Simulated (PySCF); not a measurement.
## Excitation energy of Bi by level of theory

Bi [Xe] 4f14 5d10 6s2 6p3 (4S) → Bi [Xe] 4f14 5d10 6s1 6p3 7s1 (6S), as a difference of total energies. Computed with PySCF 2.14 in aug-cc-pV5Z-PP with ECP60MDF, with a scalar-relativistic core potential. Correlated levels: valence: 5s2 5p6 5d10 frozen. The calculations carry no spin-orbit coupling.

```tsv
method	excitation energy (eV)
UHF	11.236
LDA	13.972
PBE	13.606
PBE0	13.297
r2SCAN	13.360
MN15	13.947
r2SCAN0	13.133
BLYP	13.912
MP2 (valence)	12.186
SCS-MP2 (valence)	12.545
```

Problem. How much does correlation contribute at MP2 (valence)?

Solution. 12.186 − (11.236) = 0.950 eV, measured against UHF.

Spin-orbit coupling is strong in these open shells (close to jj coupling). The scalar numbers leave it out and a first-order estimate fails, so it can dominate the gap to the real levels.

The upper state lies above the first ionisation limit. A Rydberg-like electron needs more diffuse functions than a valence basis has.

The promoted electron is Rydberg-like, and one or two diffuse shells describe it only roughly, which tends to raise the upper state.
